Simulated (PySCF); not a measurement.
3-chlorophenol, C₆H₅ClO.
SMILES with atom numbers: `[OH:1][c:2]1[cH:3][cH:4][cH:5][c:6]([Cl:7])[cH:8]1`

Cartesian coordinates in Å at the PBE0-D3(BJ)/def2-TZVP level; atoms count from 1:
```xyz
13
C6H5ClO angstrom
O      2.3687   -0.3290   -0.7580
C      1.0959   -0.1201   -0.3476
C      0.7044    1.1909   -0.1006
C     -0.5882    1.4453    0.3198
C     -1.5043    0.4182    0.5006
C     -1.0929   -0.8789    0.2489
Cl    -2.2057   -2.1842    0.4629
C      0.1955   -1.1641   -0.1732
H      2.5137   -1.2698   -0.8912
H      1.4213    1.9896   -0.2423
H     -0.8933    2.4673    0.5120
H     -2.5154    0.6149    0.8299
H      0.4878   -2.1909   -0.3634
```

NICS = −σ at a ghost point: NICS(0) at the centroid of the ring atoms, NICS(1) 1 Å to either side along the normal of their mean plane, zz for the tensor component along that normal. Level: GIAO B97-2/pcSseg-2 (PySCF, non-relativistic, gas phase) on the PBE0-D3(BJ)/def2-TZVP geometry, one conformer.

Ring bond lengths (Å): C2–C3 1.390, C3–C4 1.383, C4–C5 1.388, C5–C6 1.384, C6–C8 1.386, C8–C2 1.390.

What do the NICS probes read (ppm)?

| ring | type | NICS(0) | NICS(1), two faces | NICS(1)zz, two faces | rms pucker (Å) | centre to ring atoms, mean (Å) |
| --- | --- | --- | --- | --- | --- | --- |
| C2–C3–C4–C5–C6–C8 | 6-membered carbocycle; formal bonds all aromatic | -9.6 | -9.1 / -9.1 | -25.0 / -25.0 | 0.00 | 1.39 |

What do they say, and how far can they be read as aromaticity?

- C2–C3–C4–C5–C6–C8: mean NICS(1)zz -25.0 ppm, shielded, aromatic by this magnetic criterion (flat ring, no four-coordinate atom).

And the bond-length index? Use HOMA with the parameters of Krygowski (1993).

- C2–C3–C4–C5–C6–C8: HOMA 1.00 = 1 − EN − GEO, with mean bond length 1.387 Å, EN = α(Ropt − mean)² = 0.000 and GEO = α × variance = 0.002. The geometric and the magnetic index point the same way.

At the first NICS(1) probe listed for ring C2–C3–C4–C5–C6–C8, 1 Å off the ring, how large is the induced field along the normal in 1 T applied along it?

NICSzz × B0 = -25.0 ppm × 1 T = -25 μT, against the applied field.

Give the inner angles of the rings.

- C2–C3–C4–C5–C6–C8: C2 120.2°, C3 119.4°, C4 121.4°, C5 118.3°, C6 121.7°, C8 119.1°; sum 720.0° against 720° for a flat convex ring.

How shielded are the nuclei of the rings and their hydrogens (means over atoms taken as equivalent)?

| atoms | environment | σ isotropic (ppm) |
| --- | --- | --- |
| C2 | aromatic carbon bearing oxygen | 19.8 |
| C3 | aromatic CH carbon | 67.0 |
| C4 | aromatic CH carbon | 47.6 |
| C5 | aromatic CH carbon | 59.0 |
| C6 | aromatic C–Cl carbon | 37.1 |
| C8 | aromatic CH carbon | 66.0 |
| H10 | aromatic hydrogen | 24.69 |
| H11 | aromatic hydrogen | 24.22 |
| H12 | aromatic hydrogen | 24.57 |
| H13 | aromatic hydrogen | 24.93 |

How do the values depend on the level or the medium?

```json
{"level": "B97-2/pcSseg-2, gas", "NICS(0), C2–C3–C4–C5–C6–C8": "-9.6", "mean NICS(1)zz, C2–C3–C4–C5–C6–C8": "-25.0"}
{"level": "KT3/pcSseg-2, gas", "NICS(0), C2–C3–C4–C5–C6–C8": "-9.4", "mean NICS(1)zz, C2–C3–C4–C5–C6–C8": "-23.8"}
{"level": "PBE0/pcSseg-2, gas", "NICS(0), C2–C3–C4–C5–C6–C8": "-9.5", "mean NICS(1)zz, C2–C3–C4–C5–C6–C8": "-25.1"}
{"level": "wB97X-D/pcSseg-2, gas", "NICS(0), C2–C3–C4–C5–C6–C8": "-9.5", "mean NICS(1)zz, C2–C3–C4–C5–C6–C8": "-25.4"}
{"level": "WP04/pcSseg-2, IEF-PCM chloroform", "NICS(0), C2–C3–C4–C5–C6–C8": "-10.0", "mean NICS(1)zz, C2–C3–C4–C5–C6–C8": "-24.7"}
{"level": "wB97X-D/pcSseg-2, IEF-PCM chloroform", "NICS(0), C2–C3–C4–C5–C6–C8": "-9.3", "mean NICS(1)zz, C2–C3–C4–C5–C6–C8": "-25.5"}
```

The geometry is the same throughout; the continuum's cavity takes Bondi-type radii × 1.2.
